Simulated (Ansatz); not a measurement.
Ideal-gas functions of CH₃Cl₃NTa, SMILES `C[N]=[Ta]([Cl])([Cl])[Cl]` at 600 K and 1 bar, from an Ansatz frequency run at PBE0-D4/def2-TZVP.

Molar mass 316.35 g/mol, point group C3 (symmetry number 3), electronic degeneracy 1, moments of inertia 505.832, 506.134, 517.616 u Å². Harmonic wavenumbers (cm⁻¹, unscaled): 54, 91, 91, 102, 102, 118, 312, 312, 387, 405, 405, 624, 1107, 1107, 1391, 1442, 1470, 1470, 3024, 3096, 3096.

Use S(trans) = R[1.5 ln M + 2.5 ln T − 1.1517]; rotational temperatures θ = 24.2544 K / I; S(rot) = R[ln(√π/σ · √(T³/θAθBθC)) + 1.5]; for each mode x = 1.438777 ν̃/T, S = R[x/(eˣ − 1) − ln(1 − e⁻ˣ)] and H = RT x/(eˣ − 1); 1 cm⁻¹ = 0.0119627 kJ/mol; R = 8.31446 J/(mol·K).

Question: By hand: the entropy, in J/(mol·K).

Answer: Translation 195.2. Rotation: θ = 0.0479, 0.0479, 0.0469 K, giving 125.9. Vibration, mode by mode: 25.32, 20.99, 20.99, 20.04, 20.04, 18.84, 10.92, 10.92, 9.23, 8.88, 8.88, 5.70, 2.28, 2.28, 1.32, 1.20, 1.14, 1.14, 0.05, 0.04, 0.04, in all 190.2. Electronic 0.0. Sum 511.3 J/(mol·K).

Question: By hand: H − E and G − E in kJ/mol, counted from the electronic energy.

Answer: Zero-point energy ½ × 20206 × 0.0119627 = 120.9; thermal vibration 48.8; translation, rotation and pV give 4 RT = 20.0. H − E = 189.7 kJ/mol, and G − E = 189.7 − 600 × 511.3/1000 = -117.1 kJ/mol.

Vibration gives 37 % of the entropy, 126.2 J/(mol·K) of it from the modes under 150 cm⁻¹: soft modes count most, and the harmonic formula is weakest for them.
